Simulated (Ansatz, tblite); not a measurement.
Cost and result up the ladder for Ta(NH)F3 (TaNF3H) (6 atoms). Charge 0, multiplicity 1. Geometry: r2SCAN-D4/def2-SVP.

```xyz
6

Ta   -0.286   -0.097    0.365
N     0.777    0.264   -0.993
H     1.389    0.472   -1.775
F    -1.671    1.182    0.355
F     0.748    0.021    1.938
F    -0.956   -1.841    0.111
```

Ansatz on 2 threads of Arm Neoverse V1 on a shared host; xTB runs through tblite on one thread. Times are rough, summed over both states, and most runs start from the orbitals of an earlier one. PBE0-D4/def2-TZVP serves as the yardstick here, not as an exact answer. The other state is a triplet.

In the def2 sets Ta takes a core potential; there is no spin–orbit coupling. The xTB rows come from tblite.

xTB has no spin-polarisation term.

| level | functions | wall time | vertical triplet (eV) | difference from PBE0-D4/def2-TZVP (eV) |
| --- | --- | --- | --- | --- |
| GFN2-xTB | 26 | 0.006 s | 4.35 | -0.47 |
| GFN1-xTB | 27 | 0.007 s | 4.11 | -0.71 |
| PBE0-D4/def2-TZVP (with forces) | 170 | 27 s | 4.82 | 0.00 |
| r2SCAN-D4/def2-TZVP | 170 | 30 s | 4.96 | 0.14 |
